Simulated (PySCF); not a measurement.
**SMILES [C@@H]1(OC)CC[C@H]1Br, C$_{5}$H$_{9}$BrO**

Molfile (atoms numbered from 1):
```
C5H9BrO
     RDKit          3D

 16 16  0  0  0  0  0  0  0  0999 V2000
    2.3311   -0.1613   -0.5754 C   0  0  0  0  0  0  0  0  0  0  0  0
    1.4079   -0.1748    0.4778 O   0  0  0  0  0  0  0  0  0  0  0  0
    0.1732    0.3465    0.1472 C   0  0  2  0  0  0  0  0  0  0  0  0
   -0.8709    0.3396    1.2692 C   0  0  0  0  0  0  0  0  0  0  0  0
   -1.9447    0.0027    0.2154 C   0  0  0  0  0  0  0  0  0  0  0  0
   -0.8091   -0.5071   -0.6741 C   0  0  1  0  0  0  0  0  0  0  0  0
   -0.9320   -0.2354   -2.5896 Br  0  0  0  0  0  0  0  0  0  0  0  0
    2.0179   -0.8117   -1.4124 H   0  0  0  0  0  0  0  0  0  0  0  0
    2.4768    0.8601   -0.9766 H   0  0  0  0  0  0  0  0  0  0  0  0
    3.2895   -0.5270   -0.1823 H   0  0  0  0  0  0  0  0  0  0  0  0
    0.2640    1.3523   -0.3120 H   0  0  0  0  0  0  0  0  0  0  0  0
   -0.9890    1.2580    1.8605 H   0  0  0  0  0  0  0  0  0  0  0  0
   -0.6741   -0.5067    1.9434 H   0  0  0  0  0  0  0  0  0  0  0  0
   -2.7372   -0.7111    0.4772 H   0  0  0  0  0  0  0  0  0  0  0  0
   -2.4015    0.9093   -0.2069 H   0  0  0  0  0  0  0  0  0  0  0  0
   -0.6030   -1.5753   -0.5203 H   0  0  0  0  0  0  0  0  0  0  0  0
  1  2  1  0
  2  3  1  0
  3  4  1  0
  4  5  1  0
  5  6  1  0
  6  7  1  0
  6  3  1  0
  1  8  1  0
  1  9  1  0
  1 10  1  0
  3 11  1  6
  4 12  1  0
  4 13  1  0
  5 14  1  0
  5 15  1  0
  6 16  1  6
M  END
```

Computed, not measured: TDDFT CAM-B3LYP/aug-cc-pVDZ circular dichroism and optical rotation, one conformer, gas phase (PySCF). Geometry: PBE0-D3(BJ)/def2-SVP.

The molecule is flexible and this is one conformer; a measurement averages over conformers. The calculation is non-relativistic, which matters for the atoms heavier than Zn.

Draw the ECD and absorption spectra from the lowest 8 states, each a Gaussian of half-width 0.35 eV at 1/e height.


| E (eV) | λ (nm) | Δε (L mol⁻¹ cm⁻¹) | ε (L mol⁻¹ cm⁻¹) |
| --- | --- | --- | --- |
| 5.60 | 221 | -0.31 | 21.9 |
| 5.70 | 217 | -0.66 | 47.6 |
| 5.80 | 214 | -1.20 | 89 |
| 5.90 | 210 | -1.87 | 144 |
| 6.00 | 206 | -2.49 | 206 |
| 6.10 | 203 | -2.88 | 267 |
| 6.20 | 200 | -2.92 | 336 |
| 6.30 | 197 | -2.72 | 445 |
| 6.40 | 194 | -2.55 | 649 |
| 6.50 | 191 | -2.73 | 1010 |
| 6.60 | 188 | -3.56 | 1540 |
| 6.70 | 185 | -5.23 | 2270 |
| 6.80 | 182 | -7.78 | 3160 |
| 6.90 | 180 | -10.92 | 4130 |
| 7.00 | 177 | -13.92 | 5030 |
| 7.10 | 175 | -15.73 | 5580 |
| 7.20 | 172 | -15.51 | 5560 |
| 7.30 | 170 | -13.20 | 4910 |

Δε uses R in velocity form, ε uses f in length form. Only the states computed contribute, so the short-wavelength end is incomplete.
